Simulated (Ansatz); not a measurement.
Relaxation of CH₅AlBN (9 atoms, charge 0, multiplicity 1), to a largest force component of 0.015 eV/Å in at most 40 steps.

Method: RKS BHLYP/def2-SVP (Ansatz).

```xyz
9
Properties=species:S:1:pos:R:3
B -0.919 1.759 -1.350
Al -0.179 0.300 -0.096
C 0.807 -1.328 0.326
N 0.111 -0.505 1.448
H -0.870 1.642 -2.520
H -1.449 2.733 -0.952
H 0.417 -2.349 0.276
H 1.888 -1.386 0.480
H 0.195 -0.867 2.388
```

Task: Where does it end, and by what steps?

Result: It converged. After 19 steps the energy has fallen by 0.246 eV; H5 moved furthest, 1.07 Å.

| step | energy less start (eV) | largest force component (eV/Å) | accepted |
| --- | --- | --- | --- |
| 0 | 0.0000 | 1.498 | yes |
| 1 | -0.1188 | 0.867 | yes |
| 2 | -0.1575 | 0.224 | yes |
| 3 | -0.1657 | 0.156 | yes |
| 4 | -0.1737 | 0.138 | yes |
| 5 | -0.1869 | 0.101 | yes |
| 6 | -0.1824 | 0.617 | no |
| 7 | -0.1961 | 0.084 | yes |
| 8 | -0.2049 | 0.152 | yes |
| 9 | -0.2148 | 0.318 | yes |
| 10 | -0.2157 | 0.572 | yes |
| 11 | -0.2329 | 0.249 | yes |
| 12 | -0.2409 | 0.241 | yes |
| 13 | -0.2455 | 0.132 | yes |
| 14 | -0.2454 | 0.101 | no |
| 15 | -0.2460 | 0.062 | yes |
| 16 | -0.2462 | 0.023 | yes |
| 17 | -0.2463 | 0.027 | yes |
| 18 | -0.2464 | 0.015 | yes |
| 19 | -0.2464 | 0.005 | yes |

```xyz
9
Properties=species:S:1:pos:R:3
B -0.929 1.768 -1.335
Al -0.104 0.214 -0.177
C 0.968 -1.274 0.450
N -0.097 -0.683 1.298
H -1.843 1.578 -2.088
H -0.492 2.884 -1.300
H 0.800 -2.305 0.119
H 1.994 -1.153 0.814
H -0.298 -1.030 2.218
```

The run took 76 s on 1 thread of Arm Neoverse V1 (shared host), peak memory 0.16 GiB.
